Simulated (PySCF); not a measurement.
Compound: C2H8O2SeSi.
Cartesian coordinates in Å at the PBE0-D3(BJ)/def2-SVP level; atoms count from 1:
```xyz
14
C2H8O2SeSi angstrom
C     -2.1754    0.6066    0.0283
Se    -1.3732   -0.6365    1.2890
C      0.0345   -1.2924    0.0929
Si     1.4910   -0.1121    0.0650
O      1.0023    1.4575    0.3334
O      2.1570   -0.1865   -1.4495
H     -2.6404    0.0579   -0.8021
H     -1.4110    1.2989   -0.3481
H     -2.9487    1.1674    0.5707
H     -0.3973   -1.4506   -0.9078
H      0.3361   -2.2795    0.4765
H      2.4870   -0.5072    1.1080
H      0.4636    1.5500    1.1298
H      2.9661    0.3120   -1.5949
```

Computed with PBE0-D3(BJ)/def2-SVP geometry optimisation, gas phase (PySCF 2.14.0).

Masses are those of the commonest isotopes; rigid-rotor values at the optimised geometry. The values belong to one conformer with, in the numbering `[CH3:1][Se:2][CH2:3][SiH:4]([OH:5])[OH:6]`, C1–Se2–C3–Si4 82°, Se2–C3–Si4–O5 -30°, C3–Si4–O5–H 52°, C3–Si4–O6–H -175°.

(1) What are A, B and C (MHz)?

(2) Classify the top.

(3) Is it planar, by Δ = Ic − Ia − Ib?

(4) Which types of transition are allowed, and where do some lines up to J = 4 fall?

(5) Estimate the classical rotational partition function at 10 K, 50 K and 298.15 K.

## Answers

(1) Ia = 137.26, Ib = 520.43, Ic = 557.25 u·Å²; 505379 MHz·u·Å²/I gives A = 3682, B = 971.1, C = 906.9 MHz.

(2) A near-prolate asymmetric top: κ = (2 × 971.1 − 3682 − 906.9)/(3682 − 906.9) = -0.95.

(3) Not planar: Δ = Ic − Ia − Ib = -100.43 u·Å². For a rigid frame Δ = −2 Σ m c², so Σ m c² = 50.22 u·Å² lies off the ab plane: 12.51 from hydrogen and 37.71 from heavier atoms. The atom farthest from that plane is 2.08 Å away.

(4) The dipole components are |μa| = 0.18 D, |μb| = 0.26 D, |μc| = 0.03 D. Intensities carry the squares of the components, which stand as 0.48 : 1.00 : 0.01 (a : b : c). Some lines, for components of 0.1 D or more:

```csv
type,branch,"J(Ka,Kc)",MHz,lower level (cm⁻¹)
a,Q,"3(1,2) ← 3(1,3)",385,0.461
a,Q,"4(1,3) ← 4(1,4)",642,0.707
b,Q,"1(1,0) ← 1(0,1)",2775,0.063
b,Q,"3(1,2) ← 3(0,3)",2940,0.376
b,R,"3(0,3) ← 2(1,2)",2982,0.276
a,R,"2(1,1) ← 1(1,0)",3820,0.155
a,R,"3(2,1) ← 2(2,0)",5638,0.554
a,R,"4(0,4) ← 3(0,3)",7501,0.376
a,R,"4(3,1) ← 3(3,0)",7514,1.199
a,R,"4(2,2) ← 3(2,1)",7522,0.742
a,R,"4(1,3) ← 3(1,2)",7638,0.474
b,Q,"3(2,1) ← 3(1,2)",8043,0.474
b,R,"3(1,3) ← 2(0,2)",8185,0.188
b,Q,"2(2,1) ← 2(1,2)",8325,0.276
b,Q,"3(2,2) ← 3(1,3)",8422,0.461
b,Q,"4(2,3) ← 4(1,4)",8552,0.707
b,R,"2(2,1) ← 1(1,0)",11953,0.155
b,R,"2(2,0) ← 1(1,1)",12018,0.153
b,Q,"3(3,0) ← 3(2,1)",13710,0.742
b,Q,"3(3,1) ← 3(2,2)",13715,0.742
b,Q,"4(3,2) ← 4(2,3)",13718,0.992
b,R,"3(2,2) ← 2(1,1)",13767,0.283
b,Q,"4(4,0) ← 4(3,1)",19198,1.450
b,R,"3(3,1) ← 2(2,0)",19348,0.554
b,R,"3(3,0) ← 2(2,1)",19349,0.554
b,R,"4(3,2) ← 3(2,1)",21224,0.742
b,R,"4(3,1) ← 3(2,2)",21230,0.742
b,R,"4(4,1) ← 3(3,0)",26713,1.199
```

(5) Point group C1, symmetry number σ = 1; q = (√π/σ)·√((kT/h)³/(ABC)), k/h = 20836.6 MHz/K: 2960 at 10 K, 33100 at 50 K, 482000 at 298.15 K.

PBE0-D3(BJ)/def2-SVP frequencies: not computed here. These are rigid-rotor constants of the computed structure; measured ground-state constants (B0) also hold zero-point vibration. A rigid rotor knows nothing of internal rotation, which can split or shift real lines.
